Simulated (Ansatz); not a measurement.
Start from `[CH3][In]([F])[F]` and change one atom or group to get `[F][In]([F])[F]`.

Ansatz, PBE0-D4/def2-TZVP geometries, multiplicity 1. 

Elements past krypton have def2 core potentials.

| property | `[CH3][In]([F])[F]` |
| --- | --- |
| size of the dipole moment (ωB97M-V/def2-TZVPP) / D | 4.55 |
| HOMO–LUMO gap (ωB97M-V/def2-TZVPP) / eV | 11.61 |
| LUMO energy (PBE0/def2-TZVPP) / eV | -1.68 |
| LUMO energy (ωB97M-V/def2-TZVPP) / eV | 0.14 |
| size of the dipole moment (B3LYP/def2-TZVPP) / D | 4.65 |
| HOMO–LUMO gap (PBE/def2-TZVPP) / eV | 5.15 |

(1) Give the same properties after the change, and the shifts. (An estimate is asked.)

Answers

(1) Computed: 
| property | `[F][In]([F])[F]` | shift |
| --- | --- | --- |
| size of the dipole moment (ωB97M-V/def2-TZVPP) / D | 0.00 | -4.55 |
| HOMO–LUMO gap (ωB97M-V/def2-TZVPP) / eV | 12.26 | 0.65 |
| LUMO energy (PBE0/def2-TZVPP) / eV | -3.42 | -1.74 |
| LUMO energy (ωB97M-V/def2-TZVPP) / eV | -1.37 | -1.51 |
| size of the dipole moment (B3LYP/def2-TZVPP) / D | 0.00 | -4.65 |
| HOMO–LUMO gap (PBE/def2-TZVPP) / eV | 4.82 | -0.33 |

With PBE0 the HOMO falls by 1.91 eV and the LUMO falls by 1.74 eV, so the gap widens by about 0.17 eV. PBE moves the HOMO by -1.45 eV and ωB97M-V by -2.16 eV.

B3LYP here is the variant with VWN-RPA as its local correlation; programs differ in this.
